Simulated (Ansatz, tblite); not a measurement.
Removing and adding an electron: Cd2SF2 (the lowest singlet isomer of a short search). Total charge 0; singlet. Geometry: PBE0-D4/def2-SVP. Ansatz, gas phase; energy differences of separate SCF runs; the oxidised species was run as a doublet alone; the reduced species was run as a doublet alone.

Cartesian coordinates in Å:
```
Cd -0.6124 -0.7460 1.4572
Cd 0.6953 1.0380 -1.2222
S 0.3740 1.3172 1.0596
F -1.4369 -2.4533 1.8289
F 0.9800 0.8440 -3.1234
```

In the def2 sets Cd takes a core potential; there is no spin–orbit coupling. The xTB rows come from tblite. Correlated methods freeze 7 core orbitals; core or outer-core shells of Cd are correlated, in sets that lack core-valence functions. The rows differ in basis, and correlated rows in double-zeta sets carry the largest basis error. The structure comes from a short search, and lower isomers may exist.

(1) Estimate orbital energies and vertical ionisation energies and electron affinities at: GFN1-xTB; GFN2-xTB; HF/def2-SVP; PBE-D4/def2-TZVP; PBE-D4/def2-TZVPD; r2SCAN-D4/def2-TZVP; r2SCAN-D4/def2-TZVPD; PBE0-D4/def2-TZVP; PBE0-D4/def2-TZVPD; MP2/def2-SVP; CCSD/def2-SVP; CCSD(T)/def2-SVP.

Answers

(1) 
```csv
level,−HOMO (eV),vertical IE (eV),−LUMO (eV),vertical EA (eV),HOMO–LUMO gap (eV),IE − EA (eV),remarks
GFN1-xTB,11.43,14.15,8.03,5.63,3.40,8.52,–
GFN2-xTB,11.75,14.95,8.89,5.82,2.87,9.12,–
HF/def2-SVP,–,8.67,–,–,–,–,–
PBE-D4/def2-TZVP,6.71,9.65,3.28,–,3.43,–,–
PBE-D4/def2-TZVPD,6.77,–,3.35,1.16,3.42,–,HOMO above zero (-1 doublet)
r2SCAN-D4/def2-TZVP,6.96,9.76,3.07,–,3.90,–,–
r2SCAN-D4/def2-TZVPD,6.99,–,3.11,1.04,3.88,–,HOMO above zero (-1 doublet)
PBE0-D4/def2-TZVP,7.89,9.86,2.44,–,5.45,–,–
PBE0-D4/def2-TZVPD,7.92,–,2.50,1.00,5.42,–,HOMO above zero (-1 doublet)
MP2/def2-SVP,–,9.58,–,–,–,–,–
CCSD/def2-SVP,–,9.40,–,–,–,–,–
CCSD(T)/def2-SVP,–,9.43,–,–,–,–,–
```

   A HOMO above zero means that the electron is unbound at that level or that self-interaction error raises the level; the energy of removing that electron tells which. Raw xTB energy differences between charge states are shifted by several eV; the methods need an empirical correction for them.
